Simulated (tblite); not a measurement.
C₄H₈GeOS.
Bonds: C1–C2 (double), C2–S3, S3–Ge4, C2–C5, C5–C6, C5–O7 (double). Hydrogens: H8, H9 on C1; H10, H11, H12 on Ge4; H13, H14, H15 on C6.

Computed with GFN2-xTB (tblite), gas phase: L-BFGS steps from a force-field or distance-geometry start until the largest atomic force falls under 0.01 eV/Å.

Step 62: E = -594.7985 eV
```
atom  x, y, z in Å  |  force x, y, z in eV/Å
C1      0.1315    1.5798   -0.5823   -0.006  -0.004   0.004
C2     -0.3159    0.3813   -0.2131    0.018  -0.031  -0.019
S3      0.5386   -0.7591    0.8404    0.015  -0.001  -0.003
Ge4     2.5429    0.1211    1.0837    0.040   0.040  -0.011
C5     -1.6476   -0.0848   -0.7143   -0.030   0.028   0.044
C6     -2.0464   -1.4793   -0.3354   -0.038  -0.031   0.014
O7     -2.3482    0.6508   -1.3678    0.025  -0.030  -0.021
H8     -0.4840    2.1774   -1.2349   -0.013   0.013  -0.003
H9      1.0737    2.0007   -0.2676    0.006  -0.012   0.036
H10     3.1246    0.4969   -0.2496    0.007  -0.012   0.034
H11     3.3649   -0.9529    1.7208   -0.019   0.024   0.013
H12     2.4925    1.3307    1.9746    0.041   0.007  -0.026
H13    -1.2403   -2.1808   -0.5371   -0.028   0.009  -0.024
H14    -2.9429   -1.7689   -0.8749   -0.037   0.009  -0.020
H15    -2.2475   -1.5052    0.7355    0.019  -0.009  -0.017
```

Step 63: E = -594.7992 eV
```
atom  x, y, z in Å  |  force x, y, z in eV/Å
C1      0.1281    1.5840   -0.5839   -0.004  -0.009   0.009
C2     -0.3164    0.3837   -0.2163    0.031  -0.025  -0.004
S3      0.5387   -0.7525    0.8418    0.010  -0.016  -0.008
Ge4     2.5462    0.1210    1.0866    0.020   0.014   0.018
C5     -1.6466   -0.0874   -0.7173   -0.004   0.027   0.044
C6     -2.0466   -1.4811   -0.3350    0.000   0.041  -0.023
O7     -2.3463    0.6452   -1.3748    0.007  -0.023  -0.031
H8     -0.4880    2.1820   -1.2359   -0.006   0.002  -0.001
H9      1.0693    2.0070   -0.2667   -0.007  -0.022   0.031
H10     3.1301    0.4921   -0.2433    0.023   0.004  -0.010
H11     3.3647   -0.9567    1.7241   -0.032   0.038   0.011
H12     2.4969    1.3314    1.9751    0.045   0.013  -0.017
H13    -1.2530   -2.1889   -0.5500    0.061  -0.023  -0.044
H14    -2.9495   -1.7621   -0.8613   -0.144  -0.019  -0.083
H15    -2.2319   -1.5101    0.7347    0.000  -0.002   0.109
```

Step 64: E = -594.7997 eV
```
atom  x, y, z in Å  |  force x, y, z in eV/Å
C1      0.1250    1.5900   -0.5901   -0.001  -0.011   0.009
C2     -0.3185    0.3894   -0.2216    0.016  -0.024   0.005
S3      0.5295   -0.7419    0.8475    0.034  -0.016  -0.007
Ge4     2.5441    0.1183    1.0946   -0.001   0.000   0.021
C5     -1.6456   -0.0884   -0.7249   -0.019   0.006   0.019
C6     -2.0428   -1.4809   -0.3323   -0.045  -0.017   0.019
O7     -2.3439    0.6349   -1.3945    0.027  -0.027  -0.010
H8     -0.4883    2.1850   -1.2483    0.004  -0.010   0.010
H9      1.0636    2.0155   -0.2675   -0.017  -0.026   0.026
H10     3.1257    0.4951   -0.2329    0.030   0.013  -0.030
H11     3.3621   -0.9680    1.7198   -0.045   0.047   0.013
H12     2.5004    1.3223    1.9910    0.050   0.017  -0.012
H13    -1.2613   -2.1948   -0.5844   -0.016   0.044  -0.023
H14    -2.9710   -1.7534   -0.8262   -0.026   0.011  -0.017
H15    -2.1832   -1.5152    0.7479    0.008  -0.007  -0.021
```

Step 65: E = -594.8003 eV
```
atom  x, y, z in Å  |  force x, y, z in eV/Å
C1      0.1259    1.5874   -0.5875    0.000  -0.009   0.009
C2     -0.3174    0.3864   -0.2200    0.008  -0.019   0.005
S3      0.5339   -0.7465    0.8447    0.027  -0.014  -0.007
Ge4     2.5457    0.1198    1.0918    0.002   0.008   0.008
C5     -1.6467   -0.0878   -0.7211   -0.007  -0.001   0.016
C6     -2.0455   -1.4810   -0.3334   -0.028   0.010  -0.007
O7     -2.3447    0.6386   -1.3872    0.016  -0.015  -0.017
H8     -0.4883    2.1845   -1.2430    0.002  -0.011   0.010
H9      1.0655    2.0110   -0.2660   -0.011  -0.021   0.025
H10     3.1288    0.4933   -0.2371    0.025   0.008  -0.018
H11     3.3632   -0.9625    1.7225   -0.035   0.038   0.015
H12     2.5005    1.3270    1.9838    0.046   0.018  -0.012
H13    -1.2582   -2.1912   -0.5711    0.015   0.010  -0.034
H14    -2.9637   -1.7574   -0.8410   -0.060   0.006  -0.033
H15    -2.2033   -1.5139    0.7426    0.001  -0.007   0.040
```

**Question.** Estimate the geometry and energy of step 66. (The exact step hangs on the optimiser's Hessian estimate; all steps are aligned on step 65, rigid shifts and turns removed.)

**Answer.** E = -594.8013 eV, largest force 0.079 eV/Å
```
atom  x, y, z in Å  |  force x, y, z in eV/Å
C1      0.1252    1.5858   -0.5858    0.002  -0.010   0.015
C2     -0.3165    0.3836   -0.2201   -0.010  -0.007   0.011
S3      0.5385   -0.7491    0.8421    0.015  -0.011  -0.012
Ge4     2.5483    0.1217    1.0909   -0.001   0.013  -0.013
C5     -1.6483   -0.0880   -0.7186    0.011  -0.015   0.002
C6     -2.0496   -1.4815   -0.3338   -0.002   0.034  -0.024
O7     -2.3442    0.6397   -1.3849    0.001   0.000  -0.020
H8     -0.4888    2.1862   -1.2386    0.002  -0.022   0.014
H9      1.0649    2.0079   -0.2630   -0.004  -0.017   0.020
H10     3.1340    0.4904   -0.2390    0.021   0.004  -0.010
H11     3.3625   -0.9586    1.7268   -0.023   0.027   0.021
H12     2.5044    1.3326    1.9774    0.039   0.020  -0.007
H13    -1.2583   -2.1879   -0.5663    0.030  -0.017  -0.039
H14    -2.9625   -1.7595   -0.8492   -0.071   0.007  -0.033
H15    -2.2140   -1.5156    0.7400   -0.010  -0.006   0.074
```

The energy changes by -0.0010 eV. The first-order estimate −F·Δx gives -0.0013 eV and the mean of the old and new forces, exact on a quadratic surface, -0.0010 eV. The step makes an angle of 67° with the force vector and moves no atom by more than 0.011 Å.

The cost below is that of the whole relaxation. Time: 0.69 s wall. Hardware: one thread, Arm Neoverse V1 (aarch64), no GPU, shared host with 32 logical CPUs at a one-minute load of 29.
